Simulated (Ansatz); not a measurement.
Si(CF3)H3 (CH3F3Si), 8 atoms. Hardware: 4 threads of Arm Neoverse V2 on a shared host.

Correlated methods freeze 9 core orbitals.

Question: How many basis functions does each of these Ansatz runs have, and roughly what does it cost? r2SCAN-D4/def2-SVP, charge 0 singlet, relaxation, 5 steps; r2SCAN0-D4/def2-TZVP, charge 0 singlet, energy, from earlier orbitals; HF/6-31G, charge 0 singlet, energy; B97M-V/def2-TZVP, charge 0 singlet, energy, from earlier orbitals; PBE-D4/def2-TZVP, charge 0 singlet, energy, from earlier orbitals; HF/def2-TZVP, charge 0 singlet, energy, from earlier orbitals; B3LYP-D4/6-31G, charge 0 singlet, energy; PBE-D4/def2-TZVPD, charge -1 doublet at the geometry of the charge 0 singlet, energy, from earlier orbitals; r2SCAN-D4/def2-TZVPD, charge -1 doublet at the geometry of the charge 0 singlet, energy, from earlier orbitals; RPA@PBE/def2-TZVP, charge 0 singlet, energy, from earlier orbitals; B2PLYP/def2-TZVP, charge 0 singlet, energy, from earlier orbitals; r2SCAN-D4/def2-TZVP, charge 0 triplet at the geometry of the charge 0 singlet, energy, from earlier orbitals.

Answer: Other jobs shared the machine, so times can vary by a factor of up to 3. A dash marks memory too small to be measured apart from the calling script's.

| run | functions | fitting or Cholesky vectors | wall time | peak host memory (GiB) |
| --- | --- | --- | --- | --- |
| HF/6-31G, charge 0 singlet, energy | 55 | 588 | 0.15 s | – |
| B3LYP-D4/6-31G, charge 0 singlet, energy | 55 | 588 | 0.55 s | – |
| HF/def2-TZVP, charge 0 singlet, energy, from earlier orbitals | 179 | 1264 | 0.75 s | – |
| PBE-D4/def2-TZVP, charge 0 singlet, energy, from earlier orbitals | 179 | 1032 | 1.1 s | – |
| RPA@PBE/def2-TZVP, charge 0 singlet, energy, from earlier orbitals | 179 | 1202 | 2.4 s | – |
| r2SCAN0-D4/def2-TZVP, charge 0 singlet, energy, from earlier orbitals | 179 | 1048 | 2.5 s | – |
| B2PLYP/def2-TZVP, charge 0 singlet, energy, from earlier orbitals | 179 | 1202 | 2.6 s | – |
| B97M-V/def2-TZVP, charge 0 singlet, energy, from earlier orbitals | 179 | 1032 | 4.2 s | – |
| r2SCAN-D4/def2-SVP, charge 0 singlet, relaxation, 5 steps | 89 | 972 | 7.5 s | – |
| PBE-D4/def2-TZVPD, charge -1 doublet at the geometry of the charge 0 singlet, energy, from earlier orbitals | 227 | 1585 | 9 s | 0.62 |
| r2SCAN-D4/def2-TZVPD, charge -1 doublet at the geometry of the charge 0 singlet, energy, from earlier orbitals | 227 | 1585 | 32 s | 0.76 |
| r2SCAN-D4/def2-TZVP, charge 0 triplet at the geometry of the charge 0 singlet, energy, from earlier orbitals | 179 | 1032 | 39 s | – |
